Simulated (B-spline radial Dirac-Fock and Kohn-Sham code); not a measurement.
## Form factor and incoherent scattering function of Pr⁴⁹⁺

System: praseodymium as Pr⁴⁹⁺, configuration 1s2 2s2 2p6.

The run's input, task.json:

```json
{"items": [{
  "Z": 59,
  "q": 49,
  "cfg": [[1, 0, 2], [2, 0, 2], [2, 1, 6]],
  "A": 141,
  "rrms": 4.8919,
  "do": ["scatter"],
  "s": [0.0, 0.05, 0.1, 0.15, 0.2, 0.25, 0.3, 0.35, 0.4, 0.45, 0.5, 0.6, 0.7, 0.8, 0.9, 1.0, 1.1, 1.2, 1.4, 1.6, 1.8, 2.0, 2.5, 3.0, 3.5, 4.0, 5.0, 6.0],
  "pz": [0, 0.1, 0.15, 0.21, 0.31, 0.44, 0.64, 0.93, 1.4, 2.0, 2.8, 4.1, 6.0, 8.7, 13.0, 18.0, 27.0, 39.0, 56.0, 81.0, 120.0],
  "hv_scatter": [1000, 2000, 5000, 8047.8, 17479.3, 50000, 100000, 1000000]
}]}
```

Launch: `python xray_run.py task.json out`

The computed values come from a radial B-spline solver: configuration-average Dirac-Fock orbitals. f₀ is the Fourier transform of the spherical electron density, S the Waller-Hartree incoherent function, and s = sin θ/λ. The electron scattering factor follows from the Mott-Bethe formula f_e = 0.023934 Å⁻¹·(Z − f₀)/s².

```
s (Å⁻¹)      f₀      S  f_e (Å)
      0  10.000  0.000        –
   0.05   9.998  0.002  469.121
    0.1   9.994  0.007  117.291
   0.15   9.986  0.016   52.137
    0.2   9.976  0.028   29.334
   0.25   9.962  0.044   18.779
    0.3   9.946  0.063   13.045
   0.35   9.926  0.086    9.588
    0.4   9.904  0.112    7.344
   0.45   9.878  0.141    5.806
    0.5   9.850  0.174    4.705
    0.6   9.785  0.249    3.272
    0.7   9.709  0.336    2.408
    0.8   9.622  0.435    1.847
    0.9   9.525  0.546    1.462
      1   9.418  0.667    1.187
    1.1   9.301  0.799    0.983
    1.2   9.176  0.939    0.828
    1.4   8.901  1.245    0.612
    1.6   8.598  1.578    0.471
    1.8   8.272  1.931    0.375
      2   7.928  2.299    0.306
    2.5   7.019  3.240    0.199
      3   6.100  4.153    0.141
    3.5   5.228  4.984    0.105
      4   4.442  5.706    0.082
      5   3.194  6.812    0.053
      6   2.364  7.550    0.038
```

f₀ starts at the number of electrons, 10, and has fallen to half at s ≈ 3.65 Å⁻¹. The sum of ⟨r²⟩ over the electrons is 0.08230 bohr². For an ion f_e diverges as s goes to zero, because of the net charge.
